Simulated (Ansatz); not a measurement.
Consider the isomerisation: `CCB(F)S` → `BCSCF`.

Calculated with Ansatz (gas phase, PBE0-D4/def2-TZVP geometries, no zero-point term in ΔE). CCSD(T)/CBS is the MP2 limit (def2-TZVPP, def2-QZVPP) plus CCSD(T) − MP2 in def2-TZVPP, frozen cores. Functionals use def2-TZVPP. B3LYP here is the variant with VWN-RPA as its local correlation; programs differ in this. Each species was taken in one conformer, which may not be the lowest.

| level | ΔE (eV) |
| --- | --- |
| PBE-D4 | 3.67 |
| PBE | 3.67 |
| PBE0 | 3.73 |
| B3LYP | 3.69 |

(1) What does CCSD(T)/CBS give? (Estimate.)

Largest T1 diagnostic among the species: 0.012.

Results:

(1) Ansatz gave: +3.75 eV. The listed levels differ from it by -0.08, -0.08, -0.02, -0.06 eV.

From PBE to PBE0 (25 % exact exchange), in def2-TZVPP and without D4, ΔE moves by +0.06 eV. In def2-TZVPP, CCSD(T) changes the Hartree–Fock value by +0.10 eV (the triples alone add −0.00 eV) and MP2 by +0.16 eV.
